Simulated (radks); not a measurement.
Q: The indium ion In32+, configuration [Ne] 3s2 3p5. Calculated with a radial shooting solver on a logarithmic mesh with Libxc functionals: scalar-relativistic Kohn-Sham, LDA (Slater exchange, Perdew-Wang correlation), spin-polarised, spherical densities, finite nucleus; open shells are filled with parallel spins first (spin-orbit coupling, left out, can overturn this in heavy ions); Fermi nuclear charge, rms radius 4.6156 fm. Some entries of the table are withheld. Estimate them.

orbital,occ.,eigenvalue (hartree),<r> (bohr),<1/r> (bohr^-1)
1s up,1,-1080.460,0.02974,51.80
1s down,1,-1080.380,0.02974,51.80
2s up,1,-212.7026,0.1273,11.93
2s down,1,-212.6338,0.1273,11.93
2p up,3,-197.6429,0.1109,11.47
2p down,3,-197.5582,0.1109,11.47
3s up,1,-79.08646,0.3152,4.715
3s down,1,-78.89662,0.3154,4.711
3p up,3,-74.29757,(1),4.548
3p down,2,-74.10485,(2),4.545
3d up,0,-68.16989,(3),4.351
3d down,0,-67.99734,(4),4.353
4s up,0,-40.44135,0.6004,2.457
4s down,0,-40.37497,0.6012,2.454
4p up,0,-38.50005,0.6006,2.384
4p down,0,-38.43407,0.6015,2.380

A: 
(1) 3p up <r> (bohr): 0.3064
(2) 3p down <r> (bohr): 0.3066
(3) 3d up <r> (bohr): 0.2720
(4) 3d down <r> (bohr): 0.2719
